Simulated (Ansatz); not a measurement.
`C[NH][GeH2][OH]` + `[GeH3][TeH]` → `[CH3][GeH2][TeH]` + `[NH2][GeH2][OH]`  (formal exchange of groups at a C–N bond)

Calculated with Ansatz (gas phase, PBE0-D4/def2-TZVP geometries, no zero-point term in ΔE). CCSD(T)/CBS is the MP2 limit (def2-TZVPP, def2-QZVPP) plus CCSD(T) − MP2 in def2-TZVPP, frozen cores. DFT in def2-TZVPP. def2 core potentials past Kr. For Ge, Te outer-core shells are correlated without core-valence functions, which leaves a few kJ/mol of doubt a bond. Scalar relativity is left out up to krypton. One conformer a species, not always the lowest.

`C[NH][GeH2][OH]`:

Z-matrix (Å, degrees):
```
C
N 1 1.449
H 1 1.098 2 114.2
H 1 1.094 2 110.5 3 122.1
H 1 1.093 2 109.5 3 -120.3
Ge 2 1.821 1 121.2 3 77.8
H 2 1.008 1 113.1 3 -65.7
O 6 1.790 2 114.3 1 -58.2
H 6 1.531 2 108.6 1 55.4
H 6 1.539 2 106.4 1 -179.4
H 8 0.959 6 112.9 2 -68.7
```

`[GeH3][TeH]`:

Z-matrix (Å, degrees):
```
Ge
Te 1 2.558
H 1 1.535 2 110.6
H 1 1.535 2 110.7 3 122.1
H 1 1.534 2 105.3 3 -119.0
H 2 1.658 1 91.6 3 -60.4
```

`[CH3][GeH2][TeH]`:

Cartesian coordinates in Å:
```
C 0.069 -0.827 -0.988
Ge 0.575 0.584 0.261
Te -1.488 1.577 1.416
H 0.957 -1.215 -1.491
H -0.622 -0.432 -1.732
H -0.418 -1.641 -0.451
H 1.215 1.779 -0.469
H 1.553 0.052 1.324
H -1.841 0.123 2.130
```

`[NH2][GeH2][OH]`:

Cartesian coordinates in Å:
```
N 0.880 -1.082 0.119
Ge -0.012 0.499 -0.003
O -1.661 0.133 0.558
H 0.705 -1.763 -0.603
H 1.869 -1.015 0.304
H -0.152 1.080 -1.431
H 0.693 1.483 0.946
H -2.322 0.665 0.109
```

```tsv
level	ΔE (eV)
PBE0-D4	-0.68
ωB97X-V	-0.66
ωB97M-V	-0.69
CCSD(T)/def2-TZVPP	-0.71
```

What does CCSD(T)/CBS give? (Best estimate.)

Computed: -0.74 eV. The listed levels differ from it by 0.06, 0.08, 0.05, 0.03 eV.

Largest T1 diagnostic among the species: 0.011.

In def2-TZVPP, CCSD(T) changes the Hartree–Fock value by −0.07 eV (the triples alone add −0.01 eV) and MP2 by −0.14 eV.
